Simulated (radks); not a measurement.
Task: Pt3+, configuration [Xe] 4f14 5d7. All-electron calculation, scalar-relativistic Kohn-Sham, SCAN, spin-polarised, spherical densities, finite nucleus; open shells are filled with parallel spins first (spin-orbit coupling, left out, can overturn this in heavy ions); meta-GGA in the generalised Kohn-Sham scheme; Fermi nuclear charge, rms radius 5.427 fm. Program: a radial shooting solver on a logarithmic mesh with Libxc functionals. Some entries of the table are withheld. Estimate them.

orbital  occ.  eigenvalue (Ry)  <1/r> (bohr^-1)  <r^2> (bohr^2)
1s up       1        -5771.802            93.92       0.0004063
1s down     1        -5771.802            93.92       0.0004063
2s up       1        -1018.196            22.04        0.006198
2s down     1        -1018.183            22.04        0.006198
2p up       3        -882.6253            19.67        0.005201
2p down     3        -882.6133            19.67        0.005201
3s up       1        -242.0832            8.174         0.03996
3s down     1        -242.0781            8.174         0.03996
3p up       3        -202.3696            7.470         0.04103
3p down     3        -202.3631            7.470         0.04102
3d up       5        -159.1910            7.027         0.03406
3d down     5        -159.1792            7.027         0.03406
4s up       1        -54.52800            3.489          0.1942
4s down     1        -54.50456            3.489          0.1942
4p up       3        -41.44333            3.159          0.2215
4p down     3        -41.42199            3.158          0.2215
4d up       5        -25.48763            2.826          0.2534
4d down     5        -25.46346            2.827          0.2531
5s up       1        -10.30184            1.410           1.021
5s down     1        -10.11502            1.422           1.007
4f up       7         -7.83297            2.388          0.3251
4f down     7         -7.80111            2.393          0.3223
5p up       3         -6.88087            1.204           1.354
5p down     3         -6.66167            1.213           1.342
5d up       5         -2.94976              (1)           2.503
5d down     2         -2.74249              (2)           2.571

Result: 
(1) 5d up <1/r> (bohr^-1): 0.8790
(2) 5d down <1/r> (bohr^-1): 0.8725
